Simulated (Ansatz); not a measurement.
A CCSD(T) single point on C6H19N4V (`C[N](C)[V](=[NH])([N](C)C)[N](C)C`).

```yaml
crystal:
  periodic: [false, false, false]
  atoms:
    - {symbol: C, position_ang: [-2.199097, -0.655932, -0.870547]}
    - {symbol: N, position_ang: [-1.157524, 0.241161, -1.307854]}
    - {symbol: C, position_ang: [-1.415336, 0.770307, -2.621692]}
    - {symbol: V, position_ang: [0.358258, 0.467562, -0.270345]}
    - {symbol: N, position_ang: [1.211844, 1.682789, -0.953988]}
    - {symbol: N, position_ang: [-0.235834, 0.815758, 1.461824]}
    - {symbol: C, position_ang: [-1.183065, 1.879208, 1.686454]}
    - {symbol: C, position_ang: [0.434813, 0.420844, 2.673001]}
    - {symbol: N, position_ang: [1.461326, -0.999552, -0.179059]}
    - {symbol: C, position_ang: [0.880681, -2.272481, 0.171462]}
    - {symbol: C, position_ang: [2.832997, -1.120169, -0.598629]}
    - {symbol: H, position_ang: [-2.249484, -1.563819, -1.489605]}
    - {symbol: H, position_ang: [-3.182162, -0.166051, -0.930754]}
    - {symbol: H, position_ang: [-2.047031, -0.954541, 0.168465]}
    - {symbol: H, position_ang: [-2.365856, 1.324352, -2.643236]}
    - {symbol: H, position_ang: [-1.495339, -0.033623, -3.368831]}
    - {symbol: H, position_ang: [-0.611852, 1.440191, -2.920541]}
    - {symbol: H, position_ang: [1.579146, 2.626331, -0.989339]}
    - {symbol: H, position_ang: [-0.696997, 2.788322, 2.072362]}
    - {symbol: H, position_ang: [-1.697708, 2.139557, 0.759914]}
    - {symbol: H, position_ang: [-1.942265, 1.576553, 2.423276]}
    - {symbol: H, position_ang: [0.994162, 1.255103, 3.123844]}
    - {symbol: H, position_ang: [-0.290079, 0.074816, 3.425246]}
    - {symbol: H, position_ang: [1.138709, -0.388275, 2.477547]}
    - {symbol: H, position_ang: [1.435496, -2.740935, 0.997011]}
    - {symbol: H, position_ang: [0.895522, -2.972399, -0.675871]}
    - {symbol: H, position_ang: [-0.155368, -2.158582, 0.497864]}
    - {symbol: H, position_ang: [3.220036, -0.147544, -0.893946]}
    - {symbol: H, position_ang: [2.929924, -1.812100, -1.448159]}
    - {symbol: H, position_ang: [3.456482, -1.517552, 0.215326]}
basis:
  gaussian: {orbitals: def2-SVP}
correlation: {method: ccsd_t}
```

```sh
$ ansatz run in.yaml --threads 11 --pin off --events-out ev --progress --plain --max-ram 174080MiB --backend cuda --devices 0, --max-vram 75GiB
```

Output of Ansatz, abridged:

```
Functional definition: HF
2785 factors; integrals over basis functions are off by at most 1.5e-3 eV
mean field evaluation 1: about -38035.9425 eV, gradient 7.8e1 eV
mean field evaluation 2: about -38036.3788 eV, gradient 7.8e1 eV
mean field evaluation 4: about -38050.4209 eV, gradient 1.5e1 eV
mean field evaluation 8: about -38051.0626 eV, gradient 4.0e-1 eV
mean field evaluation 16: about -38051.0792 eV, gradient 2.8e-6 eV
mean field -38051.07916402 eV, -1398.3513673301 hartree, gradient 2.8e-6 eV, S^2 0.000000; 0 other end points of the search recorded, 0 dependent functions left out; unrestricted orbitals would lower it
unrestricted determinant -38052.14094106 eV, -1398.3903869163 hartree, S^2 0.8660
15 core orbitals not correlated: weight in the atoms' cores, before any rotation towards them, 1.000 or more for the frozen orbitals, at most 0.000 for the correlated occupied ones
reference -38051.07916402 eV, -1398.3513673301 hartree; 38, 38 occupied and 213, 213 virtual orbitals, 2785 factors
second order -56.72030734 eV of doubles, -0.00000000 eV of singles
cycle   1  -52.31511105 eV  change     4.4e0 eV  update   5.0e-1
cycle   2  -55.96569766 eV  change    -3.7e0 eV  update   5.7e-1
cycle   3  -56.85346397 eV  change   -8.9e-1 eV  update   8.1e-2
cycle   4  -56.98189039 eV  change   -1.3e-1 eV  update   4.5e-2
cycle   5  -56.99322682 eV  change   -1.1e-2 eV  update   2.0e-2
cycle   6  -57.00081681 eV  change   -7.6e-3 eV  update   9.6e-3
cycle   7  -56.99524406 eV  change    5.6e-3 eV  update   6.6e-3
cycle   8  -56.98795234 eV  change    7.3e-3 eV  update   3.0e-3
cycle   9  -56.98902758 eV  change   -1.1e-3 eV  update   1.5e-3
cycle  10  -56.99074500 eV  change   -1.7e-3 eV  update   6.9e-4
cycle  11  -56.99099780 eV  change   -2.5e-4 eV  update   4.2e-4
cycle  12  -56.99028345 eV  change    7.1e-4 eV  update   2.3e-4
cycle  13  -56.99060626 eV  change   -3.2e-4 eV  update   1.0e-4
cycle  14  -56.99048012 eV  change    1.3e-4 eV  update   4.9e-5
cycle  15  -56.99035428 eV  change    1.3e-4 eV  update   2.6e-5
cycle  16  -56.99036902 eV  change   -1.5e-5 eV  update   1.5e-5
perturbative correction -3.07462072 eV, -0.1129902274 hartree
Total energy: -38111.14415376 eV, -1400.5587149895 hartree
```

Run time 10 s (11 threads of an AMD EPYC 7R13 on a shared host and a whole NVIDIA H100 80 GB); peak host memory 1.6 GiB.

MP2 recovers 94.4 % of the CCSD(T) correlation energy and the triples give 5.1 %; T1 = 0.0235.
